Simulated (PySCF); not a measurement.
**Excitation energy of Si by level of theory**

Si [Ne] 3s2 3p2 (3P) → Si [Ne] 3s2 3p1 3d1 (high-spin determinant), as a difference of total energies. Computed with PySCF 2.14 in aug-cc-pVDZ-DK (5s4p2d, 27 functions), with scalar relativity by spin-free X2C-1e. Correlated levels: valence: [Ne] frozen. The calculations carry no spin-orbit coupling.

| method | excitation energy (eV) |
| --- | --- |
| UHF | 7.643 |
| LDA | 6.988 |
| PBE | 6.891 |
| PBE0 | 7.137 |
| r2SCAN | 7.242 |
| B2PLYP | 7.280 |
| wB97X-V | 7.518 |
| BHandHLYP | 7.328 |
| MN15 | 7.283 |
| MP2 (valence) | 7.670 |
| SCS-MP2 (valence) | 7.608 |

How much does correlation contribute at MP2 (valence)?

7.670 − (7.643) = 0.027 eV, measured against UHF.

The promoted electron is Rydberg-like, and one or two diffuse shells describe it only roughly, which tends to raise the upper state.

In the upper state the promoted electron has a positive orbital energy at LDA, PBE, PBE0, r2SCAN, B2PLYP, BHandHLYP, MN15, so the basis confines it.

The determinant of the upper state mixes LS terms, which raises its energy above the lowest term, most at the Hartree-Fock and MP2 levels.
